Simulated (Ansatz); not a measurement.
Basis-set extrapolation for BH₈NSSi₂ (PBE0-D4/def2-TZVP geometry, frozen core, Ansatz). Multiplicity 1, RHF reference.

|  | def2-TZVPP | def2-QZVPP |
| --- | --- | --- |
| HF | -1059.298406 | -1059.331577 |
| MP2 correlation | -0.763879 | -0.820851 |
| CCSD(T) correlation | -0.863488 | not run |

Energies in hartree. Use E(X) = E(∞) + A·exp(−7.88·√X) for Hartree–Fock and E(X) = E(∞) + B·X^(−2.97) for correlation, with X = 3 and 4, and add CCSD(T) minus MP2 of the smaller set to the MP2 limit.

Q: What is the CCSD(T) energy at the basis-set limit?

A: HF limit: -1059.331577 + (-0.033171) × 0.13774 = -1059.33615. MP2 limit: -0.820851 + (-0.056972) × 0.74074 = -0.86305. Higher-order term: -0.863488 − (-0.763879) = -0.09961. Total: -1060.29881 hartree, 359.5 kJ/mol below CCSD(T)/def2-TZVPP.
